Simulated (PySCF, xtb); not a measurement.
ReO₂, SMILES [O]=[Re]=[O] (connectivity only; charge and spin as stated), neutral, multiplicity 4.

Harmonic wavenumbers (cm⁻¹) from GFN2-xTB run with xtb 6.7.1 at its own minimum, in rising order: 226, 921, 926.

What does PBE-D3(BJ)/def2-TZVP in PySCF give at its own minimum? (Estimate from the structure and the level; the computed values follow.)

257, 935, 984. Paired by order, the mean absolute difference is 34 cm⁻¹ and the zero-point energies are 3.0 and 3.1 kcal/mol.
